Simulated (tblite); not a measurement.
C5H8NSi (doublet state).
Bonds: C1–Si2, Si2–N3, N3–C4 (aromatic), C4–C5 (aromatic), C5–C6 (aromatic), C6–C7 (aromatic), N3–C7 (aromatic). Hydrogens: H8, H9, H10 on C1; H11, H12 on Si2; H13 on C4; H14 on C6; H15 on C7.

Structure optimised with GFN2-xTB, isolated species. This method treats the open shell by occupation alone, without spin polarisation.

What internal coordinates does the optimisation give?

```tsv
bond	length (pm)
C1–Si2	189.4
Si2–N3	175.2
N3–C4	138.2
C4–C5	134.8
C5–C6	140.4
C6–C7	136.6
N3–C7	137.3
C1–H8, C1–H9, C1–H10	108.6
Si2–H11, Si2–H12	146.6
C4–H13	107.0
C6–H14	107.1
C7–H15	107.3
```

Bonds in one row agree within 1 pm and their mean is given. A selection of angles:
```tsv
angle	degrees
Si2–C1–H8	111.7
H8–C1–H9	107.4
C1–Si2–N3	108.1
C1–Si2–H11	111.3
N3–Si2–H11	108.4
N3–Si2–H12	105.3
H11–Si2–H12	111.4
Si2–N3–C4	126.8
Si2–N3–C7	125.9
C4–N3–C7	107.2
N3–C4–C5	107.5
N3–C4–H13	121.2
C5–C4–H13	131.3
C4–C5–C6	110.2
C5–C6–C7	104.7
C5–C6–H14	127.7
C7–C6–H14	127.5
C6–C7–H15	129.5
N3–C7–C6	110.4
N3–C7–H15	120.1
```

Torsions: C1–Si2–N3–C4 39° (synclinal). The mirror-image conformer, all signs reversed, is as good.

The C–C distances run from 1.348 Å (C4–C5, aromatic) to 1.404 Å (C5–C6, aromatic), a spread of 0.056 Å. C5 (carbon bonded to 2 C) is bent (angle 110.2°). C6 (carbon bonded to 2 C and H) is planar (angles 127.7°, 127.5° and 104.7°, sum 360.0°, 0.00 Å off the plane of its three neighbours). Si2 (silicon bonded to C, N and 2 H) is distorted tetrahedral (angles from 105.3° to 112.1°). N3 (nitrogen bonded to 2 C and Si) is planar (angles 126.8°, 125.9° and 107.2°, sum 359.9°, 0.03 Å off the plane of its three neighbours). C7 (carbon bonded to C, N and H) is planar (angles 129.5°, 120.1° and 110.4°, sum 360.0°, 0.00 Å off the plane of its three neighbours). C4 (carbon bonded to C, N and H) is planar (angles 131.3°, 121.2° and 107.5°, sum 360.0°, 0.00 Å off the plane of its three neighbours).

Point group: C1 (no symmetry element, even within 0.4 Å). Its lowest GFN2-xTB frequency is 13i cm⁻¹, too small to tell a flat minimum from a shallow saddle. 3 starts were optimised and ended at 0.00, 0.11 and 0.21 kcal/mol (GFN2-xTB); the lowest of these is shown.

All values are computed, not measured.
